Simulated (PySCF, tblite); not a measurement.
Species: C8H12F (charge +1).
Numbering: `[CH2:1]=[CH:2][CH2:3][CH2:4][C+:5]([CH3:6])/[CH:7]=[CH:8]/[F:9]` (hydrogens: H10, H11 on C1; H12 on C2; H13, H14 on C3; H15, H16 on C4; H17, H18, H19 on C6; H20 on C7; H21 on C8)

The geometry is computed with GFN2-xTB (gas phase).

What internal coordinates does the optimisation give?

```
          bond  length (bohr)
         C1=C2          2.504
         C2–C3          2.814
         C3–C4          2.983
         C4–C5          2.752
         C5–C6          2.763
         C5–C7          2.667
         C7=C8          2.561
         C8–F9          2.457
        C1–H10          2.037
        C1–H11          2.034
        C2–H12          2.043
C3–H13, C3–H14          2.060
C4–H15, C4–H16          2.057
C6–H17, C6–H19          2.057
        C6–H18          2.074
        C7–H20          2.048
        C8–H21          2.050
```

Bonds in one row agree within 0.02 bohr and their mean is given. A selection of angles:
```
   angle  degrees
C1–C2–C3    123.6
C2–C3–C4    109.0
C3–C4–C5    107.0
C4–C5–C6    119.0
C4–C5–C7    122.9
C6–C5–C7    118.1
C5–C7–C8    125.5
C7–C8–F9    120.5
```

Dihedral angles: C1–C2–C3–C4 114° (anticlinal); C2–C3–C4–C5 -179° (antiperiplanar); C3–C4–C5–C6 92° (anticlinal); C4–C5–C7–C8 -3° (synperiplanar); C5–C7–C8–F9 179° (antiperiplanar). The mirror-image conformer, all signs reversed, is as good.

Of the pairs four or more bonds apart, H16···H21 is among the closest relative to their van der Waals radii: 2.25 Å, 94 % of the sum of Bondi's values. The 7 C–C bonds span 1.325 Å (C1=C2, drawn double) to 1.579 Å (C3–C4, drawn single), a spread of 0.254 Å. C1 (terminal =CH2 carbon) is planar (angles 122.3°, 121.5° and 116.2°, sum 360.0°, 0.01 Å off the plane of its three neighbours). C2 (alkene CH carbon) is planar (angles 123.6°, 120.7° and 115.7°, sum 360.0°, 0.00 Å off the plane of its three neighbours). C7 (carbon bonded to 2 C and H) is planar (angles 125.5°, 117.8° and 116.8°, sum 360.0°, 0.00 Å off the plane of its three neighbours). C8 (carbon bonded to C, F and H) is planar (angles 127.0°, 120.5° and 112.6°, sum 360.0°, 0.00 Å off the plane of its three neighbours). C5 (carbon bonded to 3 C) is planar (angles 122.9°, 119.0° and 118.1°, sum 359.9°, 0.03 Å off the plane of its three neighbours).

Point group: C1 (no symmetry element, even within 0.4 Å). Its GFN2-xTB frequencies are all real (lowest 44 cm⁻¹). 2 starts were optimised and ended at 0.00 and 0.02 kcal/mol (GFN2-xTB); the lowest of these is shown.
